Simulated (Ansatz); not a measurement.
C4H13NSi, singlet, geometry from GFN2-xTB; Ansatz (an electronic-structure program) with CASSCF(4,5)/STO-3G.

The Ansatz input:
Ansatz 0.2 input:
```yaml
crystal:
  periodic: [false, false, false]
  atoms:
    - {symbol: Si, position_ang: [-0.16583917, -1.12031427, -1.32827744]}
    - {symbol: N, position_ang: [-0.22575024, -0.44951966, 0.25252696]}
    - {symbol: C, position_ang: [0.97631767, -0.34841915, 1.04964776]}
    - {symbol: C, position_ang: [2.03483471, 0.60742462, 0.49886824]}
    - {symbol: C, position_ang: [-1.34116564, 0.36482183, 0.66921176]}
    - {symbol: C, position_ang: [-1.22522046, 1.84859175, 0.31696691]}
    - {symbol: H, position_ang: [0.27830746, -0.20832342, -2.39995019]}
    - {symbol: H, position_ang: [-1.52990193, -1.55559060, -1.62750561]}
    - {symbol: H, position_ang: [0.77755047, -2.23558629, -1.24781942]}
    - {symbol: H, position_ang: [0.69745378, -0.03993782, 2.06250274]}
    - {symbol: H, position_ang: [1.42105762, -1.34749354, 1.11527528]}
    - {symbol: H, position_ang: [2.89907514, 0.62179726, 1.15947994]}
    - {symbol: H, position_ang: [2.35273405, 0.27712367, -0.48675669]}
    - {symbol: H, position_ang: [1.64632982, 1.61813129, 0.41311745]}
    - {symbol: H, position_ang: [-2.23663474, -0.03745761, 0.18908281]}
    - {symbol: H, position_ang: [-1.46787793, 0.26152954, 1.75449114]}
    - {symbol: H, position_ang: [-1.01699730, 1.96132737, -0.74428505]}
    - {symbol: H, position_ang: [-2.15857996, 2.35709328, 0.54787991]}
    - {symbol: H, position_ang: [-0.42911437, 2.32390976, 0.88451534]}
basis:
  gaussian:
    orbitals: STO-3G
hamiltonian:
  xc: hf
magnetization: {spin_polarized: false}
correlation: {active_space: {window: {electrons: 4, orbitals: 5}}}
```

It wrote (shortened):

```
Functional definition: HF
636 factors; integrals over basis functions are off by at most 4.5e-5 eV
mean field evaluation 1: about -13510.3247 eV, gradient 1.9e1 eV
mean field evaluation 2: about -13510.7122 eV, gradient 1.9e1 eV
mean field evaluation 4: about -13512.1011 eV, gradient 1.5e0 eV
mean field evaluation 8: about -13512.1090 eV, gradient 3.0e-6 eV
mean field -13512.10904605 eV, -496.5608486057 hartree, gradient 8.4e-7 eV, S^2 0.000000; 0 other end points of the search recorded, 0 dependent functions left out
reference -13512.10904605 eV, -496.5608486057 hartree; 29, 29 occupied and 18, 18 virtual orbitals, 636 factors
state -13513.02769297 eV, -496.5946082574 hartree
Total energy: -13513.02769297 eV, -496.5946082574 hartree
```
